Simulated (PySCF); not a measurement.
**NiH⁺: one state, many levels of theory**

State: ³Δ (triplet), unpaired electrons σ ↑, δ ↑. Set-up: PySCF, no relativity, basis sets Ni def2-TZVPPD, H def2-TZVPPD. De refers to Ni⁺ (3d9) + H in their high-spin ground configurations, without counterpoise correction. The functionals are run spin-unrestricted. A positive dipole points towards H; it is taken about the centre of mass and depends on that origin.

```
       Level  Re (Å)  ωe (cm⁻¹)  De (eV)  μ (D)  CPU s a point (SCF and correlation, without the integrals)
        ROHF   1.565       1947      n/a  -3.02                                                        0.77
    ROHF-MP2   1.434       1995      n/a    n/a                                                         1.5
ROHF-SCS-MP2   1.459       1978      n/a    n/a                                                         n/a
   ROHF-CCSD   1.470       2038     1.70    n/a                                                         n/a
ROHF-CCSD(T)   1.469       1999     1.68    n/a                                                          86
         LDA   1.474       1915      n/a  -0.71                                                        0.89
         PBE   1.487       1896      n/a  -0.95                                                         1.2
        BLYP   1.493       1877      n/a  -0.91                                                        0.78
      r²SCAN   1.473       2019      n/a  -1.40                                                         1.6
       M06-L   1.484       2010      n/a  -1.41                                                         1.7
        PBE0   1.479       1992      n/a  -1.40                                                         2.9
       B97-3   1.488       1971      n/a  -1.45                                                         1.6
   BHandHLYP   1.493       2006      n/a  -1.92                                                         1.6
     ωB97X-V   1.476       2018      n/a  -1.54                                                         9.5
```

What does a quarter of exact exchange do here, going from PBE to PBE0?

PBE0 less PBE: -0.8 pm in Re, +5.1 % in ωe. Exact exchange removes part of the self-interaction that spreads semilocal densities, and in most molecules shortens and stiffens the bond and lowers De; so it does here.

What does the step from GGA to meta-GGA do here, going from PBE to r²SCAN?

r²SCAN less PBE: -1.4 pm in Re, +6.5 % in ωe. 

What does the gradient correction do here, going from LDA to PBE?

PBE less LDA: +1.3 pm in Re, -1.0 % in ωe. The gradient correction favours the more uneven density of free atoms, so it tends to lengthen bonds and takes away much of the overbinding of LDA; so it does here.

Correlated steps freeze 5 core orbitals. De is left out where the level can put another filling of the metal’s s and d shells below the measured ground configuration, by anything from nothing to about 1 eV. For an ion De counts to the pair picked by the measured ionisation energies or electron affinities, which need not be the lowest pair at this level. Counting both spins, an empty level lies below a filled one in some of these solutions, because spin and occupation are held. The CCSD T1 diagnostic is raised, a sign that a single reference may not be enough here. With d or f electrons several states lie close, and the lowest PBE0 determinant need not be the measured ground state.

The whole job (state search and all levels along the bond) took about 21 min on 1 thread of Intel Xeon Platinum 8259CL @ 2.50GHz (shared host), peak memory 3 GiB.
